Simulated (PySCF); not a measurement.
**Bond length, frequency and bond energy of PrB by level of theory**

State: septet, about 2.5 electrons in the 4f shell (Mulliken), real f orbitals that mix terms. Set-up: Pr x2c-SVPall, B x2c-SVPall; spin-free X2C with a Gaussian nucleus (PySCF 2.14). De refers to Pr (4f3 6s2) + B in their high-spin ground configurations, without counterpoise correction. The functionals are run spin-unrestricted. A positive dipole means Pr(−)B(+). Levels whose curve was spin-contaminated or gave no clean fit are not listed.

| Level | Re (Å) | ωe (cm⁻¹) | De (eV) | μ (D) | CPU s a point (SCF and correlation, without the integrals) |
| --- | --- | --- | --- | --- | --- |
| UHF | 2.326 | 546 | n/a | -5.54 | 2.9 |
| PBE | 2.342 | 479 | 2.67 | -4.34 | 20 |
| PBEsol | 2.319 | 493 | 2.95 | -4.20 | 15 |
| r²SCAN | 2.361 | 478 | 2.80 | -4.81 | 14 |
| PBE0 | 2.315 | 495 | 2.28 | -4.72 | 9.8 |
| CAM-B3LYP | 2.306 | 502 | 1.59 | -4.96 | 17 |

Task: What does the step from GGA to meta-GGA do here, going from PBE to r²SCAN?

Result: r²SCAN less PBE: +1.9 pm in Re, -0.2 % in ωe, +0.13 eV in De. 

Spin–orbit coupling is left out, which matters for elements this heavy, above all for dissociation energies. With d or f electrons several states lie close, and the lowest PBE0 determinant need not be the measured ground state.

The whole job (state search and all levels along the bond) took about 18 min on 2 threads of Arm Neoverse V2 (shared host), peak memory 3.5 GiB.
